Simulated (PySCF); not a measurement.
A calculated (UHF, PySCF 2.14, 6-31G*, no relativity, point nucleus) atom or ion has these occupied shells.

```csv
shell,electrons,orbital energy (eV),"rms radius, mean of both spins (bohr)"
1s α,1,-2530.4,0.113
1s β,1,-2529.8,0.113
2s α,1,-271.26,0.517
2s β,1,-270.63,0.517
2p α,3,-208.27,0.491
2p β,3,-207.14,0.491
3s α,1,-48.495,1.71
3s β,1,-41.852,1.71
3p α,2,-34.722,1.90
```

Question: Name the element and its charge.

Answer: S(2+) (sulfur, charge +2), in [Ne] 3s2 3p2, high-spin 3P determinant.
